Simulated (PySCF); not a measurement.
B(H)(Me)(NH2) (CH6BN), SMILES CBN. Atoms are numbered in the order given.

```xyz
9

B     -0.5318    -0.0862     0.0000
H     -1.7353    -0.1901     0.0000
C      0.1665     1.3235     0.0000
H     -0.1519     1.9124    -0.8763
H     -0.1519     1.9124     0.8763
H      1.2671     1.2862     0.0000
N      0.2048    -1.2762     0.0000
H     -0.2216    -2.1961     0.0000
H      1.2202    -1.3009     0.0000
```
Charge 0, spin multiplicity 1.

Coordinates come from a PBE-D3(BJ)/def2-TZVP optimisation. One conformer was computed; it need not be the lowest.

Level of theory: PBE0/pcSseg-1 (PySCF).

GIAO shieldings, no solvent; atoms listed in one row are averaged. δ = σ(ref) − σ: ¹¹B against BF3 (σ = 88.8 ppm); ¹H against TMS (σ = 31.56 ppm); ¹³C against TMS (σ = 186.3 ppm); ¹⁵N against NH3 (σ = 267.4 ppm), references at their B3LYP-D3(BJ)/def2-TZVP geometries, non-relativistic.

| nucleus | atoms | count | δ (ppm) |
|---|---|---|---|
| ¹¹B | B1 | 1 | 30.1 |
| ¹H | H2 | 1 | 5.22 |
| ¹H | H8 | 1 | 4.37 |
| ¹H | H9 | 1 | 4.23 |
| ¹H | H4, H5, H6 | 3 | 0.64 |
| ¹³C | C3 | 1 | 8.4 |
| ¹⁵N | N7 | 1 | 118.1 |
